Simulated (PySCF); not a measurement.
Structure problem from calculated spectra and properties.

Formula: C6H6Se.

* NMR, other nuclei: isotropic shieldings of nuclei other than C and H, by class: 1624 (1 Se) ppm [GIAO KT2/pcSseg-2]
* 13C NMR: chemical shifts (computed TMS as zero) by class: 140.3 (1 C), 127.9 (2 C), 127.6 (2 C), 122.3 (1 C) ppm [GIAO KT2/pcSseg-2]
* Valence photoelectron: vertical ionisation energy: 8.07 eV [ΔSCF B3LYP/def2-SVPD]
* UV, strongest line: among the 10 lowest singlet transitions: S3 at 4.94 eV (251 nm, f = 0.230) [TDDFT B3LYP/def2-SVPD]
* Polarisability: 99.5 au [B3LYP/def2-SVPD]
* Dipole: 0.94 D [B3LYP/def2-SVPD]
* Rotational structure: rotational constants A, B, C: 5.572, 0.967, 0.824 GHz [PBE0-D3(BJ)/def2-SVP]

The electronic properties come from PySCF, for the isolated species, density fitting. Levels stand in brackets. Geometry: PBE0-D3(BJ)/def2-SVP, one conformer, isolated molecule. Relativistic effects, spin–orbit coupling among them, are left out although an element past zinc is present. NMR classes are plain means over equivalent atoms (diastereotopic ones count apart unless rotation or inversion swaps them), as if these changed places fast.

Question: Give a SMILES that accounts for the data.

Answer: Numbering: `[SeH:1][c:2]1[cH:3][cH:4][cH:5][cH:6][cH:7]1`. 6 carbons fall into 4 classes; from least to most shielded: substituted aromatic carbon [C2] (140.3 ppm), aromatic CH carbon [C4/C6] (127.9 ppm, 2 C), aromatic CH carbon [C3/C7] (127.6 ppm, 2 C, up to 3.3 ppm apart in this geometry), aromatic CH carbon [C5] (122.3 ppm). The other shieldings belong to: 1624 ppm, selenium bonded to C and H [Se1]. The first electron is taken from the HOMO, whose largest Löwdin shares are 0.52 on the selenium bonded to C and H, 0.13 on the substituted aromatic carbon, 0.10 on an aromatic CH carbon and 0.06 on an aromatic CH carbon. The optimised geometry has point group Cs and is an asymmetric top. Structure: `[SeH]c1ccccc1`. The assignments are read from this structure; whether some other isomer fits the data as well wasn't checked. NMR values of atoms bound to Se lack the spin–orbit term that these neighbours bring.

The values belong to the conformer `[SeH:1][c:2]1[cH:3][cH:4][cH:5][cH:6][cH:7]1`: H–Se1–C2–C3 180°.
